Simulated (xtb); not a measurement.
B₂F₃, SMILES F[B]B(F)F (connectivity only; charge and spin as stated), charge +1, multiplicity 1. All values are semi-empirical tight-binding results from xtb (GFN2-xTB unless named), good for trends rather than for accurate numbers. Geometry optimised at GFN2-xTB. The spin state was assumed, not searched. The isomer is the one that the SMILES or the coordinates give; other isomers of the formula were not compared. One conformer was computed; it need not be the lowest.

| Quantity | Value |
|---|---|
| point group as xtb finds it | C2v |
| orbital gap | 3.02 eV |
| zero-point energy | 9.1 kcal/mol |
| G − E(el) at 298.15 K (modified RRHO) | -8.9 kcal/mol |
| static polarisability (D4 model) | 31.3 bohr³ |
| solvation energy, GFN2-xTB/ALPB(water) | -59.5 kcal/mol |
| solvation energy, GFN2-xTB/ALPB(chcl3) | -54.4 kcal/mol |

Computed IR lines (harmonic; lines under 4 % of the strongest left out, lines within 3 cm⁻¹ merged):
ν (cm⁻¹): 149 (w), 424 (w), 488 (m), 502 (w), 1151 (m), 1486 (vs), 1823 (s) (against the strongest line: vs over 80 %, s over 45 %, m over 15 %, w over 4 %, vw less)
